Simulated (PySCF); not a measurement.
A structure optimised at PBE-D3(BJ)/def2-SVP, used in a PySCF frequency run:

```xyz
12

C      1.8914     0.5055    -0.0189
C      0.8842    -0.1046    -0.6625
C     -0.4237    -0.4817    -0.0206
C     -1.6213     0.2055    -0.6694
F     -0.4068    -0.1624     1.3377
H      1.8011     0.7531     1.0498
H      2.8269     0.7682    -0.5352
H      0.9703    -0.3604    -1.7337
H     -0.5527    -1.5896    -0.0927
H     -2.5600    -0.1033    -0.1694
H     -1.6923    -0.0590    -1.7433
H     -1.5155     1.3053    -0.5865
```
Charge 0, spin multiplicity 1.

Question: Write its SMILES and formula.

Answer: C=C[C@H](C)F, C₄H₇F

Question: What are its rotational constants (standard atomic weights)?

Answer: 8.0039, 4.0159, 3.0126 GHz
